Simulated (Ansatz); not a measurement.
Ansatz (a quantum-chemistry and plane-wave program) input (CCSD(T)/def2-SVPD):

Ansatz 0.2 input:
```yaml
crystal:
  periodic: [false, false, false]
  atoms:
    - {symbol: Zn, position_ang: [0.00000000, 0.00000000, 0.00000000]}
    - {symbol: H, position_ang: [-0.00000000, -0.00000000, -1.54404455]}
    - {symbol: H, position_ang: [0.00000000, 0.00000000, 1.54404455]}
basis:
  gaussian:
    orbitals: def2-SVPD
magnetization: {spin_polarized: false}
correlation: {method: ccsd_t, electrons: outside_noble_gas}
output: {forces: true}
```

End of the output:

```
integrals: 0.02 GiB planned
477 factors; integrals over basis functions are off by at most 1.1e-3 eV
mean field: 0.10 GiB planned
mean field evaluation 1: about -48400.1736 eV, gradient 1.0e1 eV
mean field evaluation 2: about -48400.1826 eV, gradient 1.0e1 eV
mean field evaluation 4: about -48400.5627 eV, gradient 1.9e0 eV
mean field evaluation 8: about -48400.5727 eV, gradient 3.1e-4 eV
mean field evaluation 16: about -48400.5725 eV, gradient 1.8e-1 eV
mean field -48400.57265889 eV, -1778.6882381278 hartree, gradient 4.7e-7 eV, S^2 0.000000; 0 other end points of the search recorded, 0 dependent functions left out
9 core orbitals not correlated
reference -48400.57265889 eV, -1778.6882381278 hartree; 7, 7 occupied and 34, 34 virtual orbitals, 477 factors
densities: 0.09 GiB planned
second order -8.94713582 eV of doubles, -0.00000000 eV of singles
coupled cluster: 0.08 GiB planned
cycle   1  -8.32254758 eV  change    6.2e-1 eV  update   8.8e-2
cycle   2  -8.64122385 eV  change   -3.2e-1 eV  update   3.4e-2
cycle   3  -8.70136528 eV  change   -6.0e-2 eV  update   1.3e-2
cycle   4  -8.69203254 eV  change    9.3e-3 eV  update   3.8e-3
cycle   5  -8.68994509 eV  change    2.1e-3 eV  update   1.7e-3
cycle   6  -8.69097083 eV  change   -1.0e-3 eV  update   3.4e-4
cycle   7  -8.69089060 eV  change    8.0e-5 eV  update   1.2e-4
cycle   8  -8.69084190 eV  change    4.9e-5 eV  update   3.6e-5
cycle   9  -8.69086395 eV  change   -2.2e-5 eV  update   8.5e-6
cycle  10  -8.69087037 eV  change   -6.4e-6 eV  update   2.2e-6
perturbative correction -0.24067622 eV, -0.0088446881 hartree
the calculation of the forces begins
Total energy: -48409.50420548 eV, -1779.0164664111 hartree
Atom 0 at     0.000000     0.000000     0.000000 Å, force     0.000000    -0.000000     0.000000 eV/Å
Atom 1 at    -0.000000    -0.000000    -1.544045 Å, force     0.000000     0.000000    -0.064090 eV/Å
Atom 2 at     0.000000     0.000000     1.544045 Å, force     0.000000     0.000000     0.064090 eV/Å
Dipole moment:    -0.000000    -0.000000    -0.000000 e Å
```
